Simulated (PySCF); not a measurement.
## A survey of $^{29}$Si NMR shifts

[PySCF: shielding tensors at PBE0/pcSseg-1 (GIAO); geometry from GFN2-xTB; no solvent model; one conformer; no relativistic terms; equivalent nuclei averaged]

Shieldings were converted by a linear fit to measured shifts: $^{29}$Si (scatter 8.9 ppm rms, 25.8 ppm with the 6 outliers that the fit left out vs TMS, solution or neat liquid). Occasional misses reach two or three times the rms, and more in compound classes unlike the fitted ones.

(1) Give the $^{29}$Si shifts of `C[Si@@H]1[SiH2][Si@@H](C)[Si]1(N)P`, `CN1C[Si]([SiH3])([SiH3])[Si@H]1P`, `FC[SiH2][C@H](F)[SiH2][SiH3]`, `N#C/C=C1\C[SiH2]CCO1`, `FC(F)C[SiH]([SiH3])[SiH3]`.

(2) Order these by $^{29}$Si shift, lowest first.
A. C#CCC(=O)C(=C)[SiH2]N
B. CC[C@@H]1CCC[Si@]1(F)P
C. C[Si]1(C)CC(C#N)=CO1
D. N#CCC1=C[SiH2]CCO1

## Answers

(1) 
```json
{"compound": "[CH3:1][Si@@H:2]1[SiH2:3][Si@@H:4]([CH3:5])[Si:6]1([NH2:7])[PH2:8]", "environment": "Si6: silicon bonded to N, P, 2 Si, in a 4-membered ring", "δ (ppm)": "3.6"}
{"compound": "[CH3:1][Si@@H:2]1[SiH2:3][Si@@H:4]([CH3:5])[Si:6]1([NH2:7])[PH2:8]", "environment": "Si4: silicon bonded to C, 2 Si, H, in a 4-membered ring", "δ (ppm)": "-44.4"}
{"compound": "[CH3:1][Si@@H:2]1[SiH2:3][Si@@H:4]([CH3:5])[Si:6]1([NH2:7])[PH2:8]", "environment": "Si2: silicon bonded to C, 2 Si, H, in a 4-membered ring", "δ (ppm)": "-48.7"}
{"compound": "[CH3:1][Si@@H:2]1[SiH2:3][Si@@H:4]([CH3:5])[Si:6]1([NH2:7])[PH2:8]", "environment": "Si3: silicon bonded to 2 Si, 2 H, in a 4-membered ring", "δ (ppm)": "-86.7"}
{"compound": "[CH3:1][N:2]1[CH2:3][Si:4]([SiH3:5])([SiH3:6])[Si@H:7]1[PH2:8]", "environment": "Si7: silicon bonded to N, P, Si, H, in a 4-membered ring", "δ (ppm)": "0.0"}
{"compound": "[CH3:1][N:2]1[CH2:3][Si:4]([SiH3:5])([SiH3:6])[Si@H:7]1[PH2:8]", "environment": "Si4: silicon bonded to C, 3 Si, in a 4-membered ring", "δ (ppm)": "-62.7"}
{"compound": "[CH3:1][N:2]1[CH2:3][Si:4]([SiH3:5])([SiH3:6])[Si@H:7]1[PH2:8]", "environment": "Si6: silicon bonded to Si, 3 H", "δ (ppm)": "-98.2"}
{"compound": "[CH3:1][N:2]1[CH2:3][Si:4]([SiH3:5])([SiH3:6])[Si@H:7]1[PH2:8]", "environment": "Si5: silicon bonded to Si, 3 H", "δ (ppm)": "-99.1"}
{"compound": "[F:1][CH2:2][SiH2:3][C@H:4]([F:5])[SiH2:6][SiH3:7]", "environment": "Si3: silicon bonded to 2 C, 2 H", "δ (ppm)": "-44.5"}
{"compound": "[F:1][CH2:2][SiH2:3][C@H:4]([F:5])[SiH2:6][SiH3:7]", "environment": "Si6: silicon bonded to C, Si, 2 H", "δ (ppm)": "-68.3"}
{"compound": "[F:1][CH2:2][SiH2:3][C@H:4]([F:5])[SiH2:6][SiH3:7]", "environment": "Si7: silicon bonded to Si, 3 H", "δ (ppm)": "-104.4"}
{"compound": "N#C/C=C1\\C[SiH2]CCO1", "environment": "silicon bonded to 2 C, 2 H, in a 6-membered ring", "δ (ppm)": "-48.2"}
{"compound": "[F:1][CH:2]([F:3])[CH2:4][SiH:5]([SiH3:6])[SiH3:7]", "environment": "Si5: silicon bonded to C, 2 Si, H", "δ (ppm)": "-85.3"}
{"compound": "[F:1][CH:2]([F:3])[CH2:4][SiH:5]([SiH3:6])[SiH3:7]", "environment": "Si6/7: silicon bonded to Si, 3 H (×2)", "δ (ppm)": "-95.8"}
```

(2) D (-62.6 ppm, silicon bonded to 2 C, 2 H, in a 6-membered ring), A (-43.7 ppm, silicon bonded to C, N, 2 H), C (29.6 ppm, silicon bonded to 3 C, O, in a 5-membered ring), B (53.2 ppm, silicon bonded to 2 C, F, P, in a 5-membered ring).
